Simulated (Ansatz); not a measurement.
Calculation: frozen-core CCSD(T)/cc-pVTZ // B3LYP-D3(BJ)/def2-SVP (Ansatz, a quantum-chemistry and plane-wave program). The restricted HF reference is unstable towards unrestricted orbitals.

Ansatz 0.2 input:
```yaml
crystal:
  periodic: [false, false, false]
  atoms:
    - { symbol: B, position_ang: [2.123184, -0.136774, -0.131497] }
    - { symbol: C, position_ang: [0.61801, -0.102019, -0.052893] }
    - { symbol: O, position_ang: [-0.15178, -1.23808, -0.283917] }
    - { symbol: C, position_ang: [-1.439357, -0.924391, -0.149939] }
    - { symbol: C, position_ang: [-1.611853, 0.402979, 0.170095] }
    - { symbol: C, position_ang: [-0.29346, 0.912542, 0.228137] }
    - { symbol: F, position_ang: [0.024984, 2.162653, 0.507163] }
    - { symbol: H, position_ang: [2.736692, 0.877513, 0.078285] }
    - { symbol: H, position_ang: [2.692789, -1.162633, -0.399306] }
    - { symbol: H, position_ang: [-2.156354, -1.728745, -0.305832] }
    - { symbol: H, position_ang: [-2.542855, 0.936956, 0.339705] }
basis:
  gaussian: { orbitals: cc-pVTZ }
correlation:
  method: ccsd_t
```

Output:

```
Functional definition: HF
1583 factors; integrals over basis functions are off by at most 1.3e-3 eV
mean field evaluation 1: about -9598.1090 eV, gradient 3.4e1 eV
mean field evaluation 2: about -9598.5463 eV, gradient 3.4e1 eV
mean field evaluation 4: about -9601.7676 eV, gradient 5.5e0 eV
mean field evaluation 8: about -9601.8475 eV, gradient 4.0e-1 eV
mean field evaluation 16: about -9601.8486 eV, gradient 2.9e-6 eV
mean field -9601.84858000 eV, -352.8614269482 hartree, gradient 2.8e-6 eV, S^2 0.000000; 0 other end points of the search recorded, 0 dependent functions left out; unrestricted orbitals would lower it
7 core orbitals not correlated
reference -9601.84858000 eV, -352.8614269482 hartree; 18, 18 occupied and 241, 241 virtual orbitals, 1583 factors
second order -32.73457490 eV of doubles, -0.00000000 eV of singles
cycle   1  -32.20670611 eV  change    5.3e-1 eV  update   1.4e-1
cycle   2  -33.05935886 eV  change   -8.5e-1 eV  update   4.5e-2
cycle   3  -33.26343797 eV  change   -2.0e-1 eV  update   2.2e-2
cycle   4  -33.24285659 eV  change    2.1e-2 eV  update   6.2e-3
cycle   5  -33.23824005 eV  change    4.6e-3 eV  update   3.4e-3
cycle   6  -33.24108539 eV  change   -2.8e-3 eV  update   1.2e-3
cycle   7  -33.24040549 eV  change    6.8e-4 eV  update   6.0e-4
cycle   8  -33.24003090 eV  change    3.7e-4 eV  update   2.1e-4
cycle   9  -33.24016811 eV  change   -1.4e-4 eV  update   9.9e-5
cycle  10  -33.24018453 eV  change   -1.6e-5 eV  update   3.0e-5
perturbative correction -1.56902983 eV, -0.0576607827 hartree
Total energy: -9636.65779436 eV, -354.1406419813 hartree
```

Cost: about 40 core-minutes (a rough figure).
